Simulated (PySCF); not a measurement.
Mg(SMe)(SeH), SMILES [SeH][Mg][S]C (CH4MgSSe), CAM-B3LYP/def2-SVP optimised geometry.

```
8

Mg     0.08     0.70     0.00
S      2.37     0.70     0.00
C      2.85     0.67     1.77
H      2.50     1.56     2.31
H      3.94     0.65     1.81
H      2.48    -0.23     2.29
Se    -2.34     0.74    -0.07
H     -2.37    -0.74    -0.10
```

Density from CAM-B3LYP/def2-TZVP run with PySCF at that geometry.

Minimum of the electron density along straight lines between bonded atoms, close to the bond critical point (lines longer than 1.1 times the sum of covalent radii, or with two minima, are not listed):

```json
[
 {"bond": "Mg1–S2", "length / Å": "2.293", "ρ at the minimum / e bohr⁻³": "(withheld)", "∇²ρ there / e bohr⁻⁵": "(withheld)", "position (fraction from the first atom)": "0.39"},
 {"bond": "S2–C3", "length / Å": "1.836", "ρ at the minimum / e bohr⁻³": "0.171", "∇²ρ there / e bohr⁻⁵": "-0.26", "position (fraction from the first atom)": "0.52"},
 {"bond": "C3–H4", "length / Å": "1.098", "ρ at the minimum / e bohr⁻³": "0.276", "∇²ρ there / e bohr⁻⁵": "-0.95", "position (fraction from the first atom)": "0.65"},
 {"bond": "C3–H5", "length / Å": "1.098", "ρ at the minimum / e bohr⁻³": "0.277", "∇²ρ there / e bohr⁻⁵": "-0.95", "position (fraction from the first atom)": "0.65"},
 {"bond": "C3–H6", "length / Å": "1.098", "ρ at the minimum / e bohr⁻³": "0.276", "∇²ρ there / e bohr⁻⁵": "-0.95", "position (fraction from the first atom)": "0.65"},
 {"bond": "Mg1–Se7", "length / Å": "2.417", "ρ at the minimum / e bohr⁻³": "0.045", "∇²ρ there / e bohr⁻⁵": "(withheld)", "position (fraction from the first atom)": "0.38"},
 {"bond": "Se7–H8", "length / Å": "1.472", "ρ at the minimum / e bohr⁻³": "0.171", "∇²ρ there / e bohr⁻⁵": "-0.28", "position (fraction from the first atom)": "0.63"}
]
```

**Question.** Some entries are withheld; supply them.

**Answer.** 
- Mg1–S2, ρ at the minimum / e bohr⁻³: 0.051
- Mg1–S2, ∇²ρ there / e bohr⁻⁵: 0.22
- Mg1–Se7, ∇²ρ there / e bohr⁻⁵: 0.16
